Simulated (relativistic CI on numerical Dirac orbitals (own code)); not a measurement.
Radial Dirac CI calculation of P.

Command:

```sh
python run_levels.py task.json out
```

Input:

```
atom P  Z=15  charge=0  electrons=15
nucleus A=31  rms_radius_fm=3.1889
hamiltonian dirac-coulomb  breit=on  qed=on  c_scale=1
orbitals kli  potential=per-configuration
slater_scale 1
correlation none
mixing on
grid step=0.0125 r_max=102.8
scf mixing=0.4 start=green max_iterations=150 tolerance=2e-08 node_fill=0.05
configurations
  [Ne] 3s2 3p3
  [Ne] 3s2 3p2 3d
end
```

Output:

```
SCF 1: [Ne] 3s2 3p3
 iter      energy (Ha)   residual   last orbital (Ha)
    1      -340.984093   4.50e-01     -0.28631
    2      -341.395716   1.87e-01     -0.29566
    3      -341.486643   1.95e-02     -0.32611
    4      -341.489003   3.84e-03     -0.34273
    5      -341.489201   7.17e-04     -0.34489
    6      -341.489199   8.93e-05     -0.34422
    7      -341.489203   1.66e-05     -0.34430
    8      -341.489204   2.15e-06     -0.34432
    9      -341.489204   2.18e-07     -0.34432
   10      -341.489204   1.51e-08     -0.34432
SCF 2: [Ne] 3s2 3p2 3d
 iter      energy (Ha)   residual   last orbital (Ha)
    1      -340.731280   4.15e-01     -0.05803
    2      -341.124886   1.85e-01     -0.06019
    3      -341.219202   1.28e-02     -0.06116
    4      -341.221695   3.94e-03     -0.05883
    5      -341.221834   2.57e-03     -0.05870
    6      -341.221971   1.19e-03     -0.05849
    7      -341.222042   1.21e-04     -0.05828
    8      -341.222049   5.45e-05     -0.05825
    9      -341.222048   4.19e-06     -0.05824
   10      -341.222048   3.29e-07     -0.05824
   11      -341.222048   4.29e-08     -0.05825
   12      -341.222048   2.06e-09     -0.05825
orbital energies (Ha): 1s -76.6793  2s -6.6289  2p1/2 -4.8187  2p3/2 -4.7851  3s -0.6524  3p1/2 -0.3462  3p3/2 -0.3443
configuration averages (Ha): Dirac-Coulomb, Breit, QED
  3p3                           -341.489204    0.069804    0.045749
  3p2 3d                        -341.222048    0.069756    0.045778
levels: no., configuration, term, J, E (cm-1), weight
   1 3p3                    4S*  3/2              0.0  1.00
   2 3p3                    2D*  3/2          14917.8  1.00
   3 3p3                    2D*  5/2          14930.3  1.00
   4 3p3                    2P*  1/2          24867.5  1.00
   5 3p3                    2P*  3/2          24899.6  1.00
   6 3p2 3d                 4F   3/2          66130.4  0.99
   7 3p2 3d                 4F   5/2          66211.2  0.99
   8 3p2 3d                 4F   7/2          66332.4  0.99
   9 3p2 3d                 4F   9/2          66504.0  1.00
  10 3p2 3d                 2P   3/2          67204.8  0.63
  11 3p2 3d                 4D   1/2          67242.9  0.80
  12 3p2 3d                 4D   5/2          67359.3  0.96
  13 3p2 3d                 4D   3/2          67389.0  0.63
  14 3p2 3d                 4D   7/2          67441.8  0.98
lowest total energy -341.441675 Ha
end: converged
```

With so few configurations and no correlation, terms lie too far apart (by 10 to 50 % or more near neutrality), their order can be wrong, and levels of other configurations are missing.
